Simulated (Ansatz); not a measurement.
# Swapping OH for Cl on Sn: the atomisation energy

Gas-phase molecules. On one Sn centre, n of the OH ligands are replaced by Cl. The atomisation energy (no zero-point term) y in kJ/mol at CCSD(T)/def2-TZVPP. Shapes: PBE0-D4/def2-TZVP. Flexible molecules stand in one conformer, not always the lowest. Programs: Ansatz 0.2.0.

| molecule | n | y (kJ/mol) |
| --- | --- | --- |
| Sn(OH)3 | 0 | 2253 |
| Sn(OH)2Cl | 1 | ? |
| Sn(OH)Cl2 | 2 | 1364 |
| SnCl3 | 3 | 915 |

Question: Fit y = c + s·n to the known rows and predict Sn(OH)2Cl.

Answer: 
1. Means of the 3 rows: n = 1.66667, y = 1510.7.
2. Σ(Δn)² = 4.6667, Σ(Δn·Δy) = -2080.3, so the slope is -2080.3/4.6667 = -445.78.
3. Intercept: 1510.7 − (-445.78) × 1.66667 = 2253.7. The largest residual of the fit is 1.9.
4. Sn(OH)2Cl: 2253.7 + (-445.78) × 1 = 1808 kJ/mol.

The run gave 1810 kJ/mol, so the prediction is off by -2 kJ/mol, about the largest residual. The steps are nearly additive. The slope is the difference between a Sn–Cl and a Sn–OH bond with the ligands’ own bonds. Other levels give for Sn(OH)2Cl: HF/def2-TZVPP 1170; MP2/def2-TZVPP 1875; CCSD/def2-TZVPP 1760 kJ/mol. Spin-orbit coupling of the free atoms (OH 0, Cl 4 kJ/mol each; the atoms kept shift only the intercept) is left out. Coupled cluster in double- or triple-zeta sets underbinds by a few per cent against its basis-set limit. Open shells run unrestricted. For atoms past krypton def2 sets carry core potentials with scalar relativity. Outer-core shells of Sn are correlated, in sets that cover them unevenly.
